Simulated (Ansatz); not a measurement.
`[F][GeH2][S][GeH3]` → `[F][GeH]` + `[SH][GeH3]` at 400 K and 1 bar (germylene formation by 1,1-elimination).

Calculated with Ansatz (gas phase, PBE0-D4/def2-TZVP geometries, no zero-point term in ΔE). CBS: MP2 limit from def2 TZ/QZ plus the TZ coupled-cluster correction, frozen cores. For Ge outer-core shells are correlated without core-valence functions, which leaves a few kJ/mol of doubt a bond. Scalar relativity is left out up to krypton. Each species was taken in one conformer, which may not be the lowest.

```
             species  CCSD(T)/CBS energy (Eh)  H − E (kJ/mol)  S (J/(mol·K))
`[F][GeH2][S][GeH3]`              -4652.86834           150.2          417.0
          `[F][GeH]`              -2176.50038            34.5          264.7
        `[SH][GeH3]`              -2476.30083           106.6          308.1
```

H − E and S are ideal-gas, rigid-rotor, harmonic terms from PBE0-D4/def2-TZVP, for one conformer and one mirror image of each species. 1 Eh = 2625.50 kJ/mol, R = 8.31446 J/(mol·K).

Question: By hand: ΔE, ΔH, ΔS and ΔG.

Answer: ΔE = (-2176.50038) + (-2476.30083) − (-4652.86834) = 0.06713 Eh = 176.2 kJ/mol. Δ(H − E) = 34.5 + 106.6 − 150.2 = -9.1, so ΔH = 167.1 kJ/mol. ΔS = 264.7 + 308.1 − 417.0 = 155.8 J/(mol·K). ΔG = 167.1 − 400 × (155.8)/1000 = 104.8 kJ/mol.

Question: By hand: the equilibrium constant, and the temperature at which ΔG would vanish if ΔH and ΔS stayed fixed.

Answer: log₁₀ K = −ΔG/(RT ln 10) = -13.7. ΔG = 0 at ΔH/ΔS = 1073 K.

The number of gas molecules changes by +1, which sets the sign of ΔS. A doubt of 5 kJ/mol in ΔE shifts log₁₀ K by 0.7 here. Other conformers and mirror images would add mixing entropy, several J/(mol·K) or more a flexible species. Modes under 60 cm⁻¹, often nearly free rotors, make the harmonic entropy too high. These are equilibria of isolated gas molecules and say nothing of rates. Largest T1 diagnostic: 0.014 (customary marks: 0.02 for closed shells, 0.045 for open ones).
